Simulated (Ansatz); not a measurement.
Basis-set extrapolation for C3H6BCl (`B/C=C/CCl`) (PBE0-D4/def2-TZVP geometry, frozen core, the Gaussian-basis code of Ansatz). Multiplicity 1, RHF reference.

|  | def2-TZVPP | def2-QZVPP |
| --- | --- | --- |
| HF | -601.312513 | -601.331798 |
| MP2 correlation | -0.778445 | -0.835518 |
| CCSD(T) correlation | -0.868678 | not run |

Energies in hartree. Use E(X) = E(∞) + A·exp(−7.88·√X) for Hartree–Fock and E(X) = E(∞) + B·X^(−2.97) for correlation, with X = 3 and 4, and add CCSD(T) minus MP2 of the smaller set to the MP2 limit.

Task: What is the CCSD(T) energy at the basis-set limit?

Result: HF limit: -601.331798 + (-0.019285) × 0.13774 = -601.33445. MP2 limit: -0.835518 + (-0.057073) × 0.74074 = -0.87779. Higher-order term: -0.868678 − (-0.778445) = -0.09023. Total: -602.30247 hartree, 318.4 kJ/mol below CCSD(T)/def2-TZVPP.
